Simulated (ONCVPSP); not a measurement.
**Building the ONCV potential for selenium (Se) (PBE, scalar-relativistic).**

```
Element                 : selenium
Generator               : ONCVPSP 4.0.1
Type                    : optimised norm-conserving Vanderbilt (ONCV)
Functional              : PBE
Relativity              : scalar-relativistic
Frozen core             : [Ne]
Valence charge          : 24
Reference configuration : 3s2 3p6 3d10 4s2 4p4
Partial waves           : 3s+4s: rc 0.75 bohr, ncon 4, nbas 7, qcut 12.4 1/bohr, 2 projectors; 3p+4p: rc 0.95 bohr, ncon 5, nbas 8, qcut 18.5 1/bohr, 2 projectors; 3d: rc 0.65 bohr, ncon 5, nbas 10, qcut 28.3 1/bohr, 2 projectors, debl 3.8 Ha
Local potential         : polynomial inside 0.50 bohr (lpopt 2, dvloc0 3 Ha)
Core correction         : Teter function, fcfact 2.5, rcfact 1.25
```

All-electron outer shells of the reference configuration (PBE, scalar-relativistic, ld1.x):

```tsv
shell	level (eV)	outermost node (bohr)	outermost maximum (bohr)
2s	-1607.20	0.06	0.17
2p	-1413.61	–	0.13
3s	-213.51	0.24	0.50
3p	-152.98	0.21	0.50
3d	-53.12	–	0.45
4s	-17.29	0.70	1.51
4p	-6.51	0.74	1.82
```

Results:

* Cutoffs needed: 276 Ha and 317 Ha (the cutoffs (Ha) at which the residual kinetic energy of the hardest occupied pseudo-wave falls to 1 and 0.1 mHa per electron)
* Ghost test: no bound ghost flagged; no localised positive-energy state flagged
* Largest excitation error: -3.9 meV (all-electron minus pseudo) for 3s2 3p6 3d10 4s2 4p1, out of 4 test configurations
* rms error of d²Exc/dni dnj: 2.00 mHa without and 1.55 mHa with the model core

Generation and tests took about 4.5 s on one core of a shared server CPU.
